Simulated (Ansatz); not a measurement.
Input file for Ansatz (an electronic-structure program): U-wB97M-V/def2-TZVPP on CF2 (SMILES F[C]F, charge +1), 2S+1 = 2, atoms moved off the minimum. Charge +1.

Ansatz 0.2 input:
```yaml
crystal:
  periodic: [false, false, false]
  atoms:
    - {symbol: F, position_ang: [-1.07767795, -0.16935015, 0.01952181]}
    - {symbol: C, position_ang: [-0.03242635, 0.35612499, -0.03444404]}
    - {symbol: F, position_ang: [1.05195175, -0.06867786, 0.00044802]}
basis:
  gaussian:
    orbitals: def2-TZVPP
hamiltonian:
  xc: {name: wB97M-V}
total_charge: 1
magnetization: {spin_polarized: true, initial_magnetization: 1}
output: {forces: true}
```

The log:

```
Functional definition: wB97M-V
[...]
integrals: 0.02 GiB planned
492 factors; their error is unknown
integrals: 0.06 GiB planned
93 factors; integrals over basis functions are off by at most 7.5e-6 eV
mean field: 0.35 GiB planned
mean field evaluation 1: about -6452.9708 eV, gradient 4.5e1 eV
mean field evaluation 2: about -6451.4450 eV, gradient 5.2e1 eV
mean field evaluation 4: about -6458.0092 eV, gradient 6.9e-1 eV
mean field evaluation 8: about -6458.0168 eV, gradient 5.4e-2 eV
mean field evaluation 16: about -6458.0313 eV, gradient 4.0e-5 eV
mean field -6458.03131334 eV, -237.3282733545 hartree, gradient 4.0e-5 eV, S^2 0.751992; 0 other end points of the search recorded, 0 dependent functions left out
the calculation of the forces begins
reference -6458.03133427 eV, -237.3282741234 hartree; 12, 11 occupied and 81, 82 virtual orbitals, 492 factors
Total energy: -6458.03133427 eV, -237.3282741234 hartree
Atom 0 at    -1.077678    -0.169350     0.019522 Å, force    -3.178288    -2.522670     0.250747 eV/Å
Atom 1 at    -0.032426     0.356125    -0.034444 Å, force    -0.693793     4.931041    -0.458866 eV/Å
Atom 2 at     1.051952    -0.068678     0.000448 Å, force     3.872081    -2.408371     0.208119 eV/Å
Dipole moment:     0.000611     0.129844    -0.012168 e Å
```

Self-consistency was reached.

Cost: around 4 core-seconds (rough).
